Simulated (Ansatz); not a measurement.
`[SiH3][N]([SiH3])[Sn][Cl]` + `[Cl][Al]([Cl])[Br]` → `[Cl][Sn][Br]` + `[SiH3][N]([SiH3])[Al]([Cl])[Cl]`  (redistribution)

Program: Ansatz. Geometries: PBE0-D4/def2-TZVP. ΔE: electronic, gas phase. CBS: MP2 limit from def2 TZ/QZ plus the TZ coupled-cluster correction, frozen cores. DFT in def2-TZVPP. Elements past krypton have def2 core potentials. For Br, Sn outer-core shells are correlated without core-valence functions, which leaves a few kJ/mol of doubt a bond. Scalar relativity is left out up to krypton. One conformer a species, not always the lowest.

`[SiH3][N]([SiH3])[Sn][Cl]`:

```xyz
11

Si    0.551   -1.030   -0.793
N    -0.141    0.399   -0.070
Si   -0.458    0.388    1.633
Sn   -0.618    2.112   -1.091
Cl    0.098    1.285   -3.209
H     0.733   -2.017    0.311
H    -0.348   -1.629   -1.810
H     1.878   -0.758   -1.400
H    -1.434   -0.665    2.020
H    -1.040    1.721    1.973
H     0.779    0.195    2.436
```

`[Cl][Al]([Cl])[Br]`:

Z-matrix (Å, degrees):
```
Al
Cl 1 2.070
Br 1 2.225 2 120.2
Cl 1 2.070 2 119.7 3 180.0
```

`[Cl][Sn][Br]`:

Cartesian coordinates in Å:
```
Cl 1.399 0.840 0.964
Sn -0.802 0.022 0.693
Br -0.597 -0.862 -1.656
```

`[SiH3][N]([SiH3])[Al]([Cl])[Cl]`:

Cartesian coordinates in Å:
```
Si -0.918 -1.300 0.519
N -0.030 0.057 -0.125
Si 1.259 0.665 0.882
Al -0.412 0.770 -1.697
Cl -1.675 -0.216 -3.021
Cl 0.394 2.604 -2.248
H -2.297 -1.304 -0.029
H -0.977 -1.165 1.999
H -0.260 -2.591 0.191
H 1.866 -0.479 1.614
H 2.293 1.312 0.038
H 0.758 1.647 1.879
```

CCSD(T)/CBS gives -24.5 kJ/mol.

**Question.** Another level gave -35.5 kJ/mol. Which?
A. PBE0/def2-TZVPP
B. MP2/def2-TZVPP
C. BHLYP/def2-TZVPP
D. CCSD/def2-TZVPP

**Answer.** A. PBE0 -35.5, BHLYP -42.4, CCSD/def2-TZVPP -27.0, MP2/def2-TZVPP -19.7 kJ/mol.

Largest T1 diagnostic among the species: 0.015.

The D4 term adds +4.0 kJ/mol with B3LYP and +1.7 kJ/mol with PBE0; it sums over pairs of atoms, weighted by their polarisabilities, and B3LYP, whose exchange is more repulsive, gets the larger term. In def2-TZVPP, CCSD(T) changes the Hartree–Fock value by +20.2 kJ/mol (the triples alone add +3.3 kJ/mol) and MP2 by +24.2 kJ/mol.

CCSD(T)/CBS has its own doubt, a few kJ/mol and more with outer-core shells, so smaller differences from it don't rank the levels.

B3LYP here is the variant with VWN-RPA as its local correlation; programs differ in this.
